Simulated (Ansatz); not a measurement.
## Cost against result

The pair of Br⁻ (SMILES [Br-], atom 1) and GeH₄ (SMILES [GeH4], atoms 2–6), both closed shells, in one local arrangement (a lower one may exist), relaxed at PBE0-D4/def2-TZVPD:

```xyz
6
angstrom
Br -0.5274 -1.4306 -2.4643
Ge 0.0922 0.2501 0.4308
H 0.3787 1.0270 1.7689
H 1.4462 0.1454 -0.2721
H -0.9185 1.1119 -0.3272
H -0.4713 -1.1040 0.8639
```

Interaction energies are counterpoise-corrected; the time is that of the whole pair.

Ansatz 0.2.0; basis: as named in each row; cores frozen in the correlated methods. Filled d shells of the heavier atoms are correlated. The def2 sets are not built for correlating such inner shells, so the correlated values are less sure here. B3LYP uses VWN-RPA correlation. Extrapolation: Hartree–Fock as exp(−7.88 √X), correlation as X^−2.97.

Times are rough, for one single point on 4 threads of a shared host (Arm Neoverse V2).

The estimate by CCSD(T) at an estimated basis limit (MP2 extrapolated from triple and quadruple zeta, plus CCSD(T) − MP2 in triple zeta) is -7.04 kcal/mol.

| method | basis | time (s) | interaction energy (kcal/mol) | method less estimate |
| --- | --- | --- | --- | --- |
| HF | STO-3G | under 1 | 2.50 | 9.53 |
| PBE-D4 | STO-3G | under 1 | 3.74 | 10.78 |
| SPW92 | def2-SVP | under 1 | -10.08 | -3.04 |
| PBE-D4 | def2-SVP | under 1 | -8.36 | -1.32 |
| B3LYP-D4 | 6-31G | under 1 | -4.66 | 2.38 |
| PBE0-D4 | def2-SVP | under 1 | -8.19 | -1.15 |
| PBE-D4 | def2-TZVPPD | 1 | -7.28 | -0.25 |
| revPBE-D4 | def2-TZVPPD | 1 | -6.73 | 0.31 |
| BLYP-D4 | def2-TZVPPD | 1 | -6.24 | 0.80 |
| CCSD(T) | def2-SVP | 2 | -5.32 | 1.71 |
| PBE0-D4 | def2-TZVPPD | 2 | -7.21 | -0.18 |
| B3LYP-D4 | def2-TZVPPD | 2 | -6.52 | 0.52 |
| HSE06-D4 | def2-TZVPPD | 2 | -7.23 | -0.20 |
| wB97M-V | def2-SVP | 2 | -7.70 | -0.66 |
| r2SCAN-D4 | def2-TZVPPD | 3 | -6.95 | 0.09 |
| B2PLYP | def2-TZVPPD | 3 | -5.22 | 1.82 |
| wB97X-V | def2-TZVPPD | 4 | -6.85 | 0.19 |
| B97M-V | def2-TZVPPD | 6 | -7.42 | -0.38 |
| wB97M-V | def2-TZVPPD | 6 | -7.13 | -0.10 |
| MP2 | def2-QZVPPD | 9 | -6.88 | 0.16 |
| CCSD(T) | def2-TZVPPD | 44 | -6.03 | 1.01 |

T1 diagnostic: at most 0.012.
